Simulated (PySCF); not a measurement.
A calculated (PBE, PySCF 2.14, aug-cc-pwCVTZ-DK, scalar relativity by spin-free X2C-1e) atom or ion has these occupied shells.

```json
{"shell": "1s β", "electrons": "1", "orbital energy (eV)": "-6427.0", "rms radius, mean of both spins (bohr)": "0.0703"}
{"shell": "1s α", "electrons": "1", "orbital energy (eV)": "-6427.0", "rms radius, mean of both spins (bohr)": "0.0703"}
{"shell": "2s α", "electrons": "1", "orbital energy (eV)": "-745.91", "rms radius, mean of both spins (bohr)": "0.304"}
{"shell": "2s β", "electrons": "1", "orbital energy (eV)": "-744.39", "rms radius, mean of both spins (bohr)": "0.304"}
{"shell": "2p α", "electrons": "3", "orbital energy (eV)": "-632.16", "rms radius, mean of both spins (bohr)": "0.274"}
{"shell": "2p β", "electrons": "3", "orbital energy (eV)": "-631.00", "rms radius, mean of both spins (bohr)": "0.274"}
{"shell": "3s α", "electrons": "1", "orbital energy (eV)": "-90.227", "rms radius, mean of both spins (bohr)": "0.922"}
{"shell": "3s β", "electrons": "1", "orbital energy (eV)": "-86.292", "rms radius, mean of both spins (bohr)": "0.922"}
{"shell": "3p α", "electrons": "3", "orbital energy (eV)": "-59.123", "rms radius, mean of both spins (bohr)": "0.996"}
{"shell": "3p β", "electrons": "3", "orbital energy (eV)": "-55.254", "rms radius, mean of both spins (bohr)": "0.996"}
{"shell": "3d α", "electrons": "5", "orbital energy (eV)": "-11.873", "rms radius, mean of both spins (bohr)": "1.51"}
{"shell": "3d β", "electrons": "1", "orbital energy (eV)": "-9.033", "rms radius, mean of both spins (bohr)": "1.51"}
```

Q: Name the element and its charge.

A: Mn⁺ (manganese, charge +1), in [Ar] 3d6, high-spin 5D determinant (an excited configuration).
